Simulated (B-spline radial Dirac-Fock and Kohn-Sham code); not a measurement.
What relativity does to the binding energies of Cu²⁺

System: the Cu²⁺ ion, configuration [Ar] 3d9.

Both columns are ΔSCF binding energies of the configuration average from an atomic code on a B-spline grid: non-relativistic Hartree-Fock with a point nucleus, and Dirac-Fock with a finite nucleus and the Coulomb interaction alone, averaged over the two j levels with weights 2j+1.

| shell | Hartree-Fock (eV) | Dirac-Fock (eV) | shift (eV) | shift (%) |
| --- | --- | --- | --- | --- |
| 1s | 8928.1 | 9032.3 | +104.20 | +1.17 |
| 2s | 1115.3 | 1138.1 | +22.81 | +2.05 |
| 2p | 972.0 | 977.0 | +4.95 | +0.51 |
| 3s | 157.5 | 161.3 | +3.76 | +2.39 |
| 3p | 111.8 | 112.7 | +0.94 | +0.84 |
| 3d | 36.14 | 35.83 | -0.31 | -0.86 |

Relativity binds 1s, 2s, 2p, 3s, 3p more strongly, among those listed most of all 3s in relative terms, and 3d more weakly, because the contracted s and p shells screen the nucleus better.

Values without a named source are computed, but for edge energies of neutral atoms, which are taken from tables.
